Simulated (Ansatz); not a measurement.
Species: sum formula Si3N2H9, charge 0, multiplicity 2. It need not be the lowest isomer of its formula. 
Structure (B3LYP-D3(BJ)/def2-TZVP (Ansatz, a first-principles code) minimum search):
```xyz
14

Si    -0.0714    -0.6590     0.0729
N     -1.3332     0.5295     0.0049
Si    -2.9593     0.4244     0.5928
N      1.4491     0.1731     0.1365
Si     2.9515    -0.1895    -0.6558
H      0.0197    -1.5224    -1.1455
H     -1.0777     1.3938    -0.4604
H     -3.1210    -0.9178     1.1930
H     -3.9485     0.6013    -0.4986
H     -3.2417     1.4609     1.6171
H      1.5056     0.8801     0.8601
H      3.9278    -0.8549     0.2423
H      2.6548    -1.0842    -1.7936
H      3.5786     1.0633    -1.1434
```
Charge 0, spin multiplicity 2.

Computed values are from Ansatz. Valence correlation only, unless marked. UHF or UKS for open shells. No spin-orbit coupling. Non-relativistic. CBS(X,Y): correlation extrapolated as X^-3; Hartree-Fock from the larger set.

### Question
What is the T1 diagnostic at CCSD/cc-pV(Q+d)Z?

### Answer
0.014.

### Question
What is the total energy at CCSD(T)/CBS(cc-pV(T+d)Z,cc-pV(Q+d)Z)?

### Answer
-982.0797 Eh.

### Question
What is the atomisation energy De at CCSD(T)/CBS(cc-pV(T+d)Z,cc-pV(Q+d)Z)?

### Answer
4467.3 kJ/mol.

### Question
What is the dipole moment at CCSD(T)/aug-cc-pV(D+d)Z?

### Answer
1.46 D.
